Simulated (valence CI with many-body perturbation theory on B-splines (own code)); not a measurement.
# Cs XVI: M1 decay

Calculated by valence CI with perturbative core correlation (CI+MBPT): four valence electrons over a frozen Dirac-Fock core [Kr], a basis of 9 s, 9 p, 10 d, 8 f, 5 g, 3 h, 1 i functions for each j, with the one-electron correlation potential Σ1 (screened to all orders), the two-electron term Σ2, the three-electron term Σ3, Breit, model QED; selected single and double excitations, second order for the rest (own B-spline code, finite nucleus).

No measured spectrum was set against this ion. As an estimate, terms of the open shell hold to 2 to 4 % of their energy, and close levels can change places. Core correlation moves these levels by up to 7300 cm⁻¹, and in measured spectra 5 to 20 % of such shifts remained as error; rates that hang on mixing are uncertain with them. Only levels of the ground parity were solved; by the run's estimate the other parity begins above the list, which can be wrong where configurations are misplaced.

Lines 1 to 50 of 120 in falling wavelength, among levels below 25.886 eV, chosen from the decays that carry over 1 % of a level's rate. Wavelengths and rates use the calculated energies, so an error of 2000 cm⁻¹ moves a line at 1201 nm by 24 % and its rate by three times that or more. S is in atomic units (e²a₀⁴ for E2 and M2, e²a₀⁶ for E3), for M1 in squared Bohr magnetons. Weak lines are less certain than strong ones. Lines between different terms over intervals too small for the method are left out, as are lines whose strength nearly cancels.

Names give the largest LS component (configuration and term), which can be under half, so a name can repeat, a term be missing and a line seem to break the LS rules; names also repeat where a configuration has a term twice. Letters in brackets count levels of one name in rising energy.

```tsv
λ vac (nm)	Upper	Lower	Type	A (s⁻¹)	S (a.u.)
2482	4d4 5D_4	4d4 5D_3	M1	1.38e+00	7.03e+00
2114	4d4 3H_6	4d4 3H_5	M1	1.31e+00	5.94e+00
1567	4d4 5D_3	4d4 5D_2	M1	1.06e+01	1.05e+01
1211	4d4 5D_2	4d4 5D_1	M1	2.70e+01	8.90e+00
1201	4d4 3G_3	4d4 3H_4	M1	4.03e+00	1.81e+00
1035	4d4 5D_1	4d4 5D_0	M1	3.67e+01	4.53e+00
928.5	4d4 3H_5	4d4 3H_4	M1	2.21e+01	7.22e+00
923.4	4d4 3D_2	4d4 3P_1 [a]	M1	1.38e+01	2.02e+00
853.7	4d4 3F_2 [b]	4d4 3P_2 [c]	M1	1.62e+01	1.87e+00
837.0	4d4 3P_2 [c]	4d4 3P_2 [b]	M1	1.41e+01	1.53e+00
829.6	4d4 3P_2 [a]	4d4 3F_3 [a]	M1	9.11e+00	9.64e-01
782.9	4d4 3G_4	4d4 3G_3	M1	3.37e+01	5.40e+00
775.6	4d4 3D_2	4d4 3F_2 [a]	M1	9.94e+00	8.59e-01
753.5	4d4 3P_2 [b]	4d4 3D_1	M1	1.51e+01	1.20e+00
688.4	4d4 1G_4 [a]	4d4 3G_5	M1	1.19e+01	1.29e+00
673.9	4d4 3P_2 [a]	4d4 3D_2	M1	1.43e+01	8.10e-01
668.7	4d4 3P_1 [a]	4d4 3P_0 [a]	M1	5.37e+01	1.79e+00
660.4	4d4 3F_4 [a]	4d4 3H_5	M1	2.11e+01	2.02e+00
645.0	4d4 3D_2	4d4 3G_3	M1	1.24e+00	6.17e-02
643.1	4d4 3H_4	4d4 5D_4	M1	6.78e+01	6.01e+00
642.2	4d4 3P_2 [b]	4d4 3P_2 [a]	M1	1.00e+01	4.92e-01
637.8	4d4 3F_3 [a]	4d4 3F_2 [a]	M1	7.66e+00	5.16e-01
631.0	4d4 3G_5	4d4 3G_4	M1	6.96e+01	7.13e+00
583.4	4d4 3D_1	4d4 3D_2	M1	4.62e+01	1.02e+00
529.1	4d4 1G_4 [a]	4d4 3F_3 [b]	M1	1.66e+01	8.21e-01
522.1	4d4 3F_2 [b]	4d4 1F_3	M1	2.12e+01	5.58e-01
510.7	4d4 3H_4	4d4 5D_3	M1	2.18e+01	9.71e-01
498.0	4d4 1F_3	4d4 3P_2 [a]	M1	8.74e+00	2.80e-01
473.9	4d4 3G_4	4d4 3H_4	M1	6.96e+01	2.47e+00
466.2	4d4 3G_5	4d4 3H_6	M1	4.58e+01	1.89e+00
462.2	4d4 3F_3 [b]	4d4 3F_2 [a]	M1	1.30e+02	3.34e+00
461.5	4d4 3P_2 [b]	4d4 3F_3 [b]	M1	3.80e+01	6.92e-01
444.6	4d4 3F_4 [b]	4d4 1G_4 [a]	M1	2.25e+01	6.58e-01
422.6	4d4 3F_2 [b]	4d4 3P_2 [b]	M1	1.45e+01	2.02e-01
418.8	4d4 3G_3	4d4 5D_4	M1	8.28e+00	1.58e-01
412.4	4d4 3F_3 [b]	4d4 3G_3	M1	1.48e+02	2.69e+00
402.3	4d4 1G_4 [a]	4d4 3F_3 [a]	M1	4.75e+01	1.03e+00
391.8	4d4 1I_6	4d4 3H_6	M1	1.06e+02	3.07e+00
391.2	4d4 1G_4 [a]	4d4 3F_4 [a]	M1	1.17e+02	2.33e+00
389.6	4d4 3P_2 [a]	4d4 3P_1 [a]	M1	4.36e+01	4.78e-01
385.9	4d4 3F_4 [a]	4d4 3H_4	M1	1.92e+02	3.68e+00
382.0	4d4 3G_5	4d4 3H_5	M1	7.41e+01	1.68e+00
382.0	4d4 1F_3	4d4 3F_3 [b]	M1	7.70e+01	1.11e+00
379.9	4d4 3H_5	4d4 5D_4	M1	3.25e+01	7.27e-01
370.2	4d4 3F_3 [c]	4d4 1G_4 [a]	M1	9.84e+01	1.30e+00
363.4	4d4 3P_2 [c]	4d4 3P_2 [a]	M1	9.01e+01	8.01e-01
362.0	4d4 3P_2 [b]	4d4 3F_3 [a]	M1	8.36e+01	7.35e-01
360.6	4d4 3P_2 [a]	4d4 3F_2 [a]	M1	5.57e+01	4.84e-01
358.3	4d4 3G_3	4d4 5D_3	M1	1.17e+02	1.40e+00
357.5	4d4 3D_1	4d4 3P_1 [a]	M1	1.42e+02	7.21e-01
```
